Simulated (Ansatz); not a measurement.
Calculated with Ansatz (gas phase, PBE0-D4/def2-TZVP geometries, no zero-point term in ΔE). CCSD(T)/CBS adds triple-zeta CCSD(T) − MP2 to the extrapolated MP2 energy (def2 sets, frozen cores). This one scheme is used for every species. Functionals use def2-TZVPP. Each species was taken in one conformer, which may not be the lowest.

Consider the formal hydrolysis of a B–Cl bond: `NB(N)Cl` + H₂O → `NB(N)O` + HCl.

```
  species  BHLYP energy (Eh)
`NB(N)Cl`         -597.09792
      H₂O          -76.42312
 `NB(N)O`         -212.71087
      HCl         -460.81707
```

Question: Work out ΔE.

Answer: ΔE = (-212.71087) + (-460.81707) − (-597.09792) − (-76.42312) = -0.00690 Eh = -18.1 kJ/mol. CCSD(T)/CBS gives -9.2 kJ/mol.

Question: What do rigid-rotor, harmonic-oscillator terms from PBE0-D4/def2-TZVP frequencies (298.15 K, 1 bar) make of the CCSD(T)/CBS value? (An estimate is asked.)

Answer: Computed: ΔZPE = -5.6 kJ/mol, ΔH = -14.1 kJ/mol, ΔS = 12 J/(mol·K), ΔG = -17.6 kJ/mol.

Largest T1 diagnostic among the species: 0.010.

The D4 term adds +3.1 kJ/mol with B3LYP and +1.6 kJ/mol with PBE0; it sums over pairs of atoms, weighted by their polarisabilities, and B3LYP, whose exchange is more repulsive, gets the larger term. At CCSD(T), def2-SVP lies −10.6 kJ/mol from the extrapolated value and def2-TZVPP −3.9 kJ/mol.

B3LYP here is the variant with VWN-RPA as its local correlation; programs differ in this.
